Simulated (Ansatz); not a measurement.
Compare A (`OB/C=[N]/[GeH3]`) with its isomer B (`[CH3][Ge]1([NH2])[BH][O]1`).

Isolated molecules relaxed with PBE0-D4/def2-TZVP in Ansatz; ΔE leaves out vibrations. CCSD(T)/CBS is the MP2 limit (def2-TZVPP, def2-QZVPP) plus CCSD(T) − MP2 in def2-TZVPP, frozen cores. DFT in def2-TZVPP. B3LYP here is the variant with VWN-RPA as its local correlation; programs differ in this. For Ge outer-core shells are correlated without core-valence functions, which leaves a few kJ/mol of doubt a bond. Scalar relativity is left out up to krypton. Each species was taken in one conformer, which may not be the lowest.

A:

```xyz
11

O     0.701    0.121   -2.831
B     0.343    0.789   -1.711
C     0.111   -0.072   -0.413
N    -0.225    0.500    0.671
Ge   -0.498   -0.522    2.209
H     0.830    0.691   -3.593
H     0.208    1.979   -1.703
H     0.250   -1.169   -0.482
H    -0.257   -2.018    1.906
H     0.481   -0.016    3.278
H    -1.944   -0.284    2.669
```

B:

Z-matrix (Å, degrees):
```
C
Ge 1 1.946
H 1 1.091 2 109.9
H 1 1.089 2 109.8 3 120.2
H 1 1.091 2 109.7 3 -119.9
N 2 1.812 1 105.5 3 71.8
B 2 2.040 1 122.8 3 -143.3
O 2 2.104 1 100.3 3 -173.9
H 6 1.007 2 119.6 1 173.8
H 6 1.008 2 119.9 1 28.9
H 7 1.193 2 145.3 1 122.8
```

Question: Which is lower in electronic energy at CCSD(T)/CBS, and by how much? (An estimate is asked.)

Answer: Computed: B, by 21.6 kcal/mol.

Question: Give E(B) − E(A) in kcal/mol with B2PLYP, B3LYP-D4, PBE-D4, CCSD/def2-TZVPP, PBE0-D4, HF/def2-TZVPP, CCSD(T)/def2-TZVPP. (Best estimate.)

Answer: Ansatz gave: B2PLYP -20.3, B3LYP-D4 -19.6, PBE-D4 -24.7, CCSD/def2-TZVPP -17.5, PBE0-D4 -22.4, HF/def2-TZVPP -6.0, CCSD(T)/def2-TZVPP -19.3. None reverses the order clearly.

Largest T1 diagnostic: 0.015.

From PBE to PBE0 (25 % exact exchange), in def2-TZVPP and without D4, E(B) − E(A) moves by +2.2 kcal/mol. In def2-TZVPP, CCSD(T) changes the Hartree–Fock value by −13.4 kcal/mol (the triples alone add −1.9 kcal/mol) and MP2 by −17.7 kcal/mol.
